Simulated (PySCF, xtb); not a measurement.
C₂H₇FSi₃, SMILES F[SiH2][Si@H]1C=C[SiH2]1.

xtb 6.7.1 with GFN2-xTB at its own geometry gives an orbital gap of 3.15 eV and a dipole moment of 1.14 D.

The structure is a stationary point at PBE0-D3(BJ)/def2-SVP. The structure was generated by enumeration; whether it is a known compound was not checked. The values are those of a single conformer.

**Question.** What does r2SCAN/def2-TZVP (PySCF) give? (The exact figures need the calculation; the answer reports its results.)

**Answer.** gap 4.76 eV (levels -6.71 and -1.94 eV), dipole 2.04 D.
